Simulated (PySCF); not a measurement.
F5Nb (SMILES [F][Nb]([F])([F])([F])[F]), singlet, at a GFN2-xTB geometry (such geometries of metal compounds can be far from the true shape) (core potentials on Nb); PySCF with DF-B97M-V/def2-SV(P).

Here is a job for PySCF.
```python
from pyscf import gto, scf, dft

mol = gto.M(
    atom='''
Nb   -0.000000   -0.000000    0.000000
F     1.478714   -0.914668   -0.530257
F    -0.329884    0.246599    1.770522
F    -1.148830    0.668069   -1.240266
F    -0.928719   -1.524184    0.039250
F     0.928719    1.524184   -0.039250
''',
    basis='def2-sv(p)',
    ecp={'Nb': 'def2-sv(p)'},
    charge=0,
    spin=0,
    verbose=4,
)

mf = dft.RKS(mol)
mf.xc = 'b97m_v'
mf = mf.density_fit(auxbasis='def2-universal-jkfit')
mf.kernel()
mf.analyze()
```

What does PySCF print? Leave out banner, timings and long lists.


```
PySCF version 2.14.0

[INPUT] verbose = 4
[INPUT] num. atoms = 6
[INPUT] num. electrons = 58
[INPUT] charge = 0
[INPUT] spin (= nelec alpha-beta = 2S) = 0
[INPUT] symmetry False subgroup None
[INPUT] Mole.unit = angstrom
[INPUT] Symbol           X                Y                Z      unit          X                Y                Z       unit  Magmom
[INPUT]  1 Nb     0.000000000000   0.000000000000   0.000000000000 AA    0.000000000000   0.000000000000   0.000000000000 Bohr   0.0
[INPUT]  2 F      1.478714000000  -0.914668000000  -0.530257000000 AA    2.794364476560  -1.728472014904  -1.002040505633 Bohr   0.0
[INPUT]  3 F     -0.329884000000   0.246599000000   1.770522000000 AA   -0.623390412876   0.466004572592   3.345801677517 Bohr   0.0
[INPUT]  4 F     -1.148830000000   0.668069000000  -1.240266000000 AA   -2.170974063684   1.262467442312  -2.343763061610 Bohr   0.0
[INPUT]  5 F     -0.928719000000  -1.524184000000   0.039250000000 AA   -1.755024556680  -2.880290323444   0.074171750389 Bohr   0.0
[INPUT]  6 F      0.928719000000   1.524184000000  -0.039250000000 AA    1.755024556680   2.880290323444  -0.074171750389 Bohr   0.0

nuclear repulsion = 325.325790577169
number of shells = 40
number of NR pGTOs = 170
number of NR cGTOs = 94
basis = def2-sv(p)
ecp = {'Nb': 'def2-sv(p)'}

******** <class 'pyscf.df.df_jk.DFRKS'> ********
method = DFRKS
initial guess = minao
damping factor = 0
level_shift factor = 0
DIIS = <class 'pyscf.scf.diis.CDIIS'>
diis_start_cycle = 1
diis_space = 8
diis_damp = 0
SCF conv_tol = 1e-09
SCF conv_tol_grad = None
SCF max_cycles = 50
direct_scf = False
XC library pyscf.dft.libxc version 7.1.2
    S. Lehtola, C. Steigemann, M. J. T. Oliveira, and M. A. L. Marques,  SoftwareX 7, 1–5 (2018)
XC functionals = b97m_v
    N. Mardirossian and M. Head-Gordon,  J. Chem. Phys. 142, 074111 (2015)
radial grids:
    Treutler-Ahlrichs [JCP 102, 346 (1995); DOI:10.1063/1.469408] (M4) radial grids

becke partition: Becke, JCP 88, 2547 (1988); DOI:10.1063/1.454033
pruning grids: <function nwchem_prune>
grids dens level: 3
symmetrized grids: False
atomic radii adjust function: <function treutler_atomic_radii_adjust>
** Following is NLC and NLC Grids **
NLC functional = b97m_v
radial grids:
    Treutler-Ahlrichs [JCP 102, 346 (1995); DOI:10.1063/1.469408] (M4) radial grids

becke partition: Becke, JCP 88, 2547 (1988); DOI:10.1063/1.454033
pruning grids: <function nwchem_prune>
grids dens level: 3
symmetrized grids: False
atomic radii adjust function: <function treutler_atomic_radii_adjust>
small_rho_cutoff = 0
Set gradient conv threshold to 3.16228e-05
Initial guess from minao.
tot grids = 93752
tot grids = 93752
init E= -548.949912042895
  HOMO = -0.742757669762182  LUMO = -0.562139329854993  gap/eV = 4.91488
cycle= 1 E= -555.611049780254  delta_E= -6.66  |g|= 1.06  |ddm|= 4.02
  HOMO = -0.284892106975246  LUMO = 0.0137235451950026  gap/eV = 8.12575
cycle= 2 E= -555.613137835004  delta_E= -0.00209  |g|= 0.987  |ddm|= 2.17
  HOMO = -0.376074350837419  LUMO = -0.144409875409531  gap/eV = 6.30391
cycle= 3 E= -555.822773086641  delta_E= -0.21  |g|= 0.575  |ddm|= 1.36
  HOMO = -0.406550028400623  LUMO = -0.138614094091487  gap/eV = 7.29091
cycle= 4 E= -555.881269343819  delta_E= -0.0585  |g|= 0.0361  |ddm|= 0.365
  HOMO = -0.405191848180214  LUMO = -0.140524969358944  gap/eV = 7.20195
cycle= 5 E= -555.881536619478  delta_E= -0.000267  |g|= 0.00726  |ddm|= 0.0345
  HOMO = -0.405070544553307  LUMO = -0.140269488111859  gap/eV = 7.20560
cycle= 6 E= -555.881537797486  delta_E= -1.18e-06  |g|= 0.00694  |ddm|= 0.00926
  HOMO = -0.405180977790355  LUMO = -0.140159558874756  gap/eV = 7.21160
cycle= 7 E= -555.881546597735  delta_E= -8.8e-06  |g|= 0.000554  |ddm|= 0.00492
  HOMO = -0.405193304646664  LUMO = -0.140218282492933  gap/eV = 7.21034
cycle= 8 E= -555.881546668405  delta_E= -7.07e-08  |g|= 3.33e-05  |ddm|= 0.000479
  HOMO = -0.405193245481182  LUMO = -0.140217893304026  gap/eV = 7.21035
cycle= 9 E= -555.881546668596  delta_E= -1.91e-10  |g|= 1.62e-05  |ddm|= 3.16e-05
  HOMO = -0.405193717081157  LUMO = -0.140217504571058  gap/eV = 7.21037
Extra cycle  E= -555.881546668325  delta_E= 2.71e-10  |g|= 4.09e-05  |ddm|= 3.93e-05
converged SCF energy = -555.881546668325
**** SCF Summaries ****
Total Energy =                        -555.881546668324972
Nuclear Repulsion Energy =             325.325790577169471
One-electron Energy =                -1439.957104678506312
Two-electron Energy =                  558.749767433011925
Two-electron Coulomb Energy =          617.843476252919231
DFT Exchange-Correlation Energy =      -59.093708819907327
HOMO-LUMO gap [eV] =                     7.210370004729841
**** MO energy ****
MO #1   energy= -24.754700093957   occ= 2
MO #2   energy= -24.7546908807803  occ= 2
MO #3   energy= -24.7546053372421  occ= 2
MO #4   energy= -24.7378276405137  occ= 2
MO #5   energy= -24.7377343197418  occ= 2
MO #6   energy= -2.5224446273944   occ= 2
MO #7   energy= -1.59224150910197  occ= 2
MO #8   energy= -1.58265340316648  occ= 2
MO #9   energy= -1.58265236842744  occ= 2
MO #10  energy= -1.19835885389982  occ= 2
MO #11  energy= -1.1931573810917   occ= 2
MO #12  energy= -1.1677381668925   occ= 2
MO #13  energy= -1.16773689956648  occ= 2
MO #14  energy= -1.13774359316892  occ= 2
MO #15  energy= -0.525716780439129 occ= 2
MO #16  energy= -0.502135319198499 occ= 2
MO #17  energy= -0.502113834206012 occ= 2
MO #18  energy= -0.501057323781506 occ= 2
MO #19  energy= -0.5010482654922   occ= 2
MO #20  energy= -0.469435070899831 occ= 2
MO #21  energy= -0.439167586494133 occ= 2
MO #22  energy= -0.439154744960656 occ= 2
MO #23  energy= -0.435849104113368 occ= 2
MO #24  energy= -0.432200993087436 occ= 2
MO #25  energy= -0.421278534622768 occ= 2
MO #26  energy= -0.421254790209532 occ= 2
MO #27  energy= -0.409025559284827 occ= 2
MO #28  energy= -0.405212960323806 occ= 2
MO #29  energy= -0.405193717081157 occ= 2
MO #30  energy= -0.140217504571058 occ= 0
MO #31  energy= -0.140211736776816 occ= 0
MO #32  energy= -0.0986350561947378 occ= 0
MO #33  energy= -0.0986323834585555 occ= 0
MO #34  energy= -0.0296990739060305 occ= 0
MO #35  energy= 0.0356163904938372 occ= 0
MO #36  energy= 0.0356173554227253 occ= 0
MO #37  energy= 0.0463388020037604 occ= 0
Dipole moment(X, Y, Z, Debye): -0.00006, -0.00014,  0.00004
```
